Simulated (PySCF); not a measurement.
Working out the ionisation energy of Kr⁺

Kr⁺ [Ar] 3d10 4s2 4p5 (2P) → Kr²⁺ [Ar] 3d10 4s2 4p4 (3P). Computed with PySCF 2.14 in x2c-QZVPPall (11s8p5d4f1g, 97 functions), with the spin-free X2C one-electron Hamiltonian (Gaussian nucleus). Frozen: [Ar] 3d10. Energies in hartree (1 hartree = 27.21139 eV):

```
            part   Kr⁺ (lower)  Kr²⁺ (upper)
             UHF  -2787.793762  -2786.940198
CCSD correlation     -0.174453     -0.138405
             (T)     -0.005084     -0.003673
```

Question: What does Hartree-Fock give?

Answer: (-2786.940198) − (-2787.793762) = 0.853564 hartree = 23.227 eV.

Question: What do CCSD and CCSD(T) give?

Answer: The CCSD correlation energies differ by 0.036048 hartree = 0.981 eV and the triples by 0.001411 hartree = 0.038 eV, so CCSD gives 24.208 eV and CCSD(T) 24.246 eV.

A first-order spin-orbit estimate adds -0.023 eV to CCSD(T) (valence), giving 24.223 eV against 24.360 eV (measured; NIST Atomic Spectra Database, ionization energies).

What remains against the reference includes basis incompleteness, the frozen core and higher excitations.
